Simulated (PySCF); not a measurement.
# Continuum solvent and chemical shifts

Geometry (Å), atoms numbered from 1 in this order:
```xyz
15

O     3.4352   -0.6655    0.7071
C     2.5412   -1.0487   -0.0700
O     2.5845   -1.8764   -0.9994
C     1.1490   -0.3948    0.1518
C     0.9761    0.5330    1.1937
C    -0.2519    1.1634    1.4694
C    -1.2701    0.7850    0.6128
C    -1.1092   -0.1021   -0.3918
C     0.0761   -0.7469   -0.6917
C    -2.4742    0.4803   -0.2187
H     1.8774    0.7306    1.7820
H    -0.3553    1.8796    2.2915
H     0.2701   -1.4767   -1.4816
H    -3.2902   -0.1366    0.1975
H    -2.8518    1.2293   -0.9373
```

Total charge -1.

GIAO PBE0/pcSseg-1 in PySCF 2.14.0 with density-fitted response routines on one PBE0-D3(BJ)/def2-SVP conformer, non-relativistic, equivalent nuclei averaged. Solvents enter as an IEF-PCM continuum (methanol with ε = 32.6, acetonitrile with ε = 35.7) around the gas-phase geometry. Shifts are referred to TMS computed in the same medium.

Gas phase, δ in ppm: C2 164.0, C4 159.3, C5 138.4, C8 123.8, C7 121.4, C9 120.8, C6 113.2, C10 21.2, H11 8.56, H13 8.42, H12 6.80, H14/H15 3.03. Dipole moment 9.34 D.

(1) How does each δ change in the continuum?

(2) Which nuclei move most (in ppm), and what does the model miss?

Answers

(1) 
| atoms | environment | Δδ, methanol | Δδ, acetonitrile |
| --- | --- | --- | --- |
| C2 | carboxylate carbon | +5.4 | +5.4 |
| C4 | substituted aromatic carbon | -6.6 | -6.6 |
| C5 | aromatic CH | -1.2 | -1.2 |
| C8 | substituted aromatic carbon | +7.2 | +7.2 |
| C7 | substituted aromatic carbon | +10.5 | +10.5 |
| C9 | aromatic CH | -0.2 | -0.2 |
| C6 | aromatic CH | +5.5 | +5.6 |
| C10 | three-membered-ring carbon | +2.6 | +2.6 |
| H11 | hydrogen on an aromatic CH | -0.25 | -0.25 |
| H13 | hydrogen on an aromatic CH | -0.23 | -0.23 |
| H12 | hydrogen on an aromatic CH | +0.64 | +0.64 |
| H14/H15 | hydrogen on a three-membered-ring carbon | +0.50 | +0.50 |

Changes are relative to the gas phase. The dipole moment becomes 12.65 D in methanol, 12.66 D in acetonitrile.

(2) C7 (substituted aromatic carbon, +10.5 ppm) in acetonitrile. A continuum only polarises the solute; specific hydrogen bonds, the anisotropy of aromatic solvents and changes of geometry or conformer are outside it, as are counter-ions.
